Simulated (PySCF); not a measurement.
KF, SMILES [K][F]. Geometry: PBE-D3(BJ)/def2-TZVPD.

Computed equilibrium geometry at PBE-D3(BJ)/def2-TZVPD (PySCF confirms it by a frequency run) as bond lengths and angles, and its point group:
point group C∞v.
Atoms: K1 F2. Bonds (Å): K1–F2 2.215.
Charge 0, spin multiplicity 1.
